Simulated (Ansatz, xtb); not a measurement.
**B2ClH2MgN: which of two structures lies lower**

We compare X, `[Cl][Mg][N]1BB1`, a singlet, with Y, a singlet given by its coordinates. Both are isolated molecules in the gas phase, relaxed with r2SCAN-D4/def2-SVP.

X (Å):

```xyz
7

B     0.4273   -0.2229    0.8994
B     0.8517   -1.2504    2.0313
Cl   -1.2484    2.5791    5.1828
Mg   -0.4685    1.2100    3.6477
N     0.2183    0.0035    2.2951
H     0.1800    0.4229   -0.0829
H     1.2379   -2.1400    2.7402
```

Y (Å):

```csv
atom,x (Å),y (Å),z (Å)
B,1.0925,-1.0534,0.7772
B,0.3891,-0.1873,2.0107
Cl,-1.8831,2.6036,5.9904
Mg,-0.9506,1.4591,4.3577
N,-0.1486,0.4749,2.9541
H,0.8001,-0.8489,-0.3759
H,1.9133,-1.9090,1.0033
```

Close contacts (Å): B1–B2 1.66, B2–N5 1.27, Cl3–Mg4 2.20, Mg4–N5 1.89, B1–H6 1.21, B1–H7 1.21.

**Question.** Estimate which is lower in electronic energy at CCSD(T)/def2-SVP + ΔMP2/def2-TZVPP, and by roughly how much.

**Answer.** The CCSD(T)/def2-SVP + ΔMP2/def2-TZVPP calculation puts structure X lower, by 0.127 eV.

How the difference moves with the method:

| level | geometry | E(Y) − E(X) (eV) | departure from the last row (eV) | job, with rough time for the two |
| --- | --- | --- | --- | --- |
| r2SCAN-D4/def2-SVP | r2SCAN-D4/def2-SVP | +0.314 | +0.187 | optimisation, 3.2 min |
| HF/def2-SVP | r2SCAN-D4/def2-SVP | +0.086 | −0.041 | part of the CCSD(T) run |
| MP2/def2-SVP | r2SCAN-D4/def2-SVP | +0.214 | +0.087 | part of the CCSD(T) run |
| CCSD(T)/def2-SVP | r2SCAN-D4/def2-SVP | +0.165 | +0.038 | single point |
| CCSD(T)/def2-SVP + ΔMP2/def2-TZVPP | r2SCAN-D4/def2-SVP | +0.127 |  | single point, 60 s |

None of the levels shown reverses the order. The largest departure from CCSD(T)/def2-SVP + ΔMP2/def2-TZVPP is that of r2SCAN-D4/def2-SVP, 0.187 eV. Levels run at GFN2-xTB geometries aren't shown. The last row adds to CCSD(T) the change of the MP2 difference between the two basis sets, here −0.038 eV.

With harmonic frequencies from r2SCAN-D4/def2-SVP (ideal gas, rigid rotor, one conformer each, 1000 K, 1 atm): on the last row, ΔE + ΔZPE = +0.089 eV. A mode under 50 cm⁻¹ makes harmonic enthalpies and free energies unreliable, so none is given.

The correlated steps freeze 9 core orbitals; the last core shell of Mg is correlated, in a basis made for valence electrons. Programs: Ansatz 0.2.0; the last row on 1 thread of AMD EPYC (Zen 3) on a shared host.
